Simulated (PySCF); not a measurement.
# Dipole response of Pd (palladium, neutral)

[Kr] 4d9 5s1, high-spin 3D determinant (an excited configuration). All numbers are calculated (PySCF 2.14, scalar relativity by spin-free X2C-1e, in x2c-QZVPPall with one added diffuse shell each of s, p, d, f, g type (14s9p8d5f3g, 143 functions)). Coupled (time-dependent) response in atomic units; α is the mean over directions.

```
method  mean α (bohr³)         α xx, yy, zz  C₆ (like pair)  S(−4)
   PBE           51.51  51.66, 51.66, 51.23           433.8   1820
```

S(−4) is the Cauchy moment in α(ω) = α(0) + S(−4) ω² + …

Spin-orbit coupling is absent.

α(iu) at PBE:

```csv
u (hartree),α(iu) (bohr³)
0,51.51
0.0500,47.45
0.100,39.10
0.200,25.38
0.300,17.89
0.500,10.97
0.750,7.264
1.00,5.324
1.50,3.311
2.00,2.283
3.00,1.278
5.00,0.5665
```

A single London oscillator, α(iu) = α/(1 + u²/ω²), gives C₆ = (3/4) ω α². Matching the computed C₆ needs ω = 4 × 433.8 / (3 × 51.51²) = 0.218 hartree.

The components differ because the open shell of this determinant is not spherical; for a pure term their mean is the scalar polarisability.
